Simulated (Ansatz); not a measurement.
One change: `CC(C)(C)CO` becomes `CC(C)(C)O[Si]Cl`.

Ansatz, PBE0-D4/def2-TZVP geometries, multiplicity 1. Each molecule was computed in one conformer, which needn't be the lowest.

```csv
property,`CC(C)(C)CO`
HOMO–LUMO gap (ωB97M-V/def2-TZVPP) / eV,12.40
HOMO–LUMO gap (B3LYP/def2-TZVPP) / eV,7.99
HOMO–LUMO gap (PBE0/def2-TZVPP) / eV,8.55
HOMO energy (PBE0/def2-TZVPP) / eV,-7.70
HOMO–LUMO gap (PBE/def2-TZVPP) / eV,6.14
size of the dipole moment (B3LYP/def2-TZVPP) / D,1.57
```

(1) What does the change do to each property? (Estimate.)

Answers

(1) The calculation gave: 
| property | `CC(C)(C)O[Si]Cl` | shift |
| --- | --- | --- |
| HOMO–LUMO gap (ωB97M-V/def2-TZVPP) / eV | 9.55 | -2.85 |
| HOMO–LUMO gap (B3LYP/def2-TZVPP) / eV | 5.11 | -2.88 |
| HOMO–LUMO gap (PBE0/def2-TZVPP) / eV | 5.47 | -3.08 |
| HOMO energy (PBE0/def2-TZVPP) / eV | -7.20 | 0.50 |
| HOMO–LUMO gap (PBE/def2-TZVPP) / eV | 3.58 | -2.56 |
| size of the dipole moment (B3LYP/def2-TZVPP) / D | 2.35 | 0.78 |

With PBE0 the HOMO rises by 0.50 eV and the LUMO falls by 2.58 eV, so the gap narrows by about 3.08 eV. PBE moves the HOMO by 0.02 eV and ωB97M-V by 0.82 eV. Dipoles are sizes alone; their direction can turn.

B3LYP here is the variant with VWN-RPA as its local correlation; programs differ in this.
